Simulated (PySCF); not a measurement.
## In⁻ (indium, charge -1) across methods

[Kr] 4d10 5s2 5p2, high-spin 3P determinant. Calculation: PySCF 2.14, in aug-cc-pVQZ-DK3; scalar relativity by spin-free X2C-1e.

| method | E (hartree) | mean ε 5s α (eV) | mean ε 5s β (eV) | mean ε 5p α (eV) | Σ⟨r²⟩ (bohr²) | ⟨S²⟩ |
| --- | --- | --- | --- | --- | --- | --- |
| PBEsol | -5877.56 | -3.894 | -3.195 | 1.170 | 115.9 | 2.002 |
| CAM-B3LYP | -5881.06 | -6.006 | -4.915 | 0.096 | 105.4 | 2.004 |
| PBE | -5880.34 | -3.874 | -3.193 | 1.152 | 117.8 | 2.002 |
| UHF | -5878.03521 | -7.053 | -4.942 | -0.572 | 105.0 | 2.015 |
| LDA | -5874.89 | -4.100 | -3.498 | 1.099 | 116.9 | 2.001 |
| r2SCAN | -5880.75 | -4.016 | -3.143 | 1.098 | 110.5 | 2.005 |
| revPBE | -5880.59 | -3.803 | -3.085 | 1.176 | 117.7 | 2.002 |
| PBE0 | -5880.41 | -4.740 | -3.725 | 0.730 | 109.5 | 2.003 |

The highest occupied level is positive at PBEsol, CAM-B3LYP, PBE, LDA, r2SCAN, revPBE, PBE0: only the finite basis holds that electron, which in a density functional comes from self-interaction.
